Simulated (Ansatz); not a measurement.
C2H6BNO can be A, `NB1CCO1`, or B, `OB1CCN1`.

Isolated molecules relaxed with PBE0-D4/def2-TZVP in Ansatz; ΔE leaves out vibrations. CCSD(T)/CBS is the MP2 limit (def2-TZVPP, def2-QZVPP) plus CCSD(T) − MP2 in def2-TZVPP, frozen cores. DFT in def2-TZVPP. B3LYP here is the variant with VWN-RPA as its local correlation; programs differ in this. Each species was taken in one conformer, which may not be the lowest.

A:

Z-matrix (Å, degrees):
```
C
O 1 1.450
B 1 2.004 2 43.7
C 1 1.535 2 94.9 3 0.1
H 1 1.093 2 110.3 3 -119.3
H 1 1.093 2 110.3 3 119.5
N 3 1.394 2 126.3 1 179.9
H 4 1.090 1 114.9 2 115.7
H 4 1.090 1 115.0 2 -116.0
H 7 1.003 3 122.9 2 -180.0
H 7 1.005 3 122.5 2 0.0
```

B:

```xyz
11

O    -1.2763    1.6439    0.9143
B    -0.5687    0.6275    0.3499
C     0.9566    0.2178    0.1108
C     0.3191   -1.0243   -0.5653
N    -1.0289   -0.5375   -0.2856
H    -0.7136    2.3258    1.2836
H     1.5602   -0.0152    0.9894
H     1.5458    0.8388   -0.5657
H     0.5571   -1.9728   -0.0726
H     0.5426   -1.1155   -1.6336
H    -1.8938   -0.9883   -0.5252
```

(1) Which isomer does CCSD(T)/CBS put lower? Give the gap. (Best estimate.)

(2) Give E(B) − E(A) in kJ/mol with PBE-D4, B3LYP-D4, B2PLYP, PBE0-D4, MP2/def2-TZVPP, HF/def2-TZVPP, ωB97M-V. (An estimate is asked.)

Largest T1 diagnostic: 0.012.

Results:

(1) The calculation gave: A, by 0.6 kJ/mol. So small a gap doesn't settle the order.

(2) Computed: PBE-D4 1.7, B3LYP-D4 4.2, B2PLYP 3.4, PBE0-D4 0.4, MP2/def2-TZVPP -1.2, HF/def2-TZVPP 6.0, ωB97M-V 3.5. The order is the other way round with MP2/def2-TZVPP.

In def2-TZVPP, CCSD(T) changes the Hartree–Fock value by −4.4 kJ/mol (the triples alone add −0.2 kJ/mol) and MP2 by −7.2 kJ/mol.
